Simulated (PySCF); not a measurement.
(1Z,3Z)-1,4-dichlorobuta-1,3-diene (C4H4Cl2), SMILES Cl/C=C\C=C/Cl.

Geometry: B3LYP-D3(BJ)/def2-SVP. One conformer was computed; it need not be the lowest.

Two levels are set side by side: TDDFT-PBE/def2-SVPD (PySCF) and TDDFT-B3LYP/def2-SVPD (PySCF). Vertical, same geometry. The lowest singlet is HOMO→LUMO 95 % with PBE and HOMO→LUMO 98 % with the other functional; states are paired by order. Differences are taken from unrounded values.

```csv
quantity,TDDFT-PBE
lowest singlet excitation (eV),4.65
lowest triplet excitation (TDA) (eV),2.80
first bright state (f over 0.05) (eV),4.65
its oscillator strength,0.52
```

Question: These are the TDDFT-PBE values. What does TDDFT-B3LYP give? (The exact figures need the calculation; the answer reports its results.)

Answer: 
```csv
quantity,TDDFT-B3LYP,TDDFT-PBE minus TDDFT-B3LYP
lowest singlet excitation (eV),4.92,-0.27
lowest triplet excitation (TDA) (eV),2.82,-0.02
first bright state (f over 0.05) (eV),4.92,-0.27
its oscillator strength,0.61,-0.09
```

A lower first singlet is the usual sign of a functional without exact exchange. Differences between two approximate levels are no errors against the true value.

Rough cost on one machine, each run with all the roots and properties that it gave: TDDFT-B3LYP against TDDFT-PBE about 4 times.
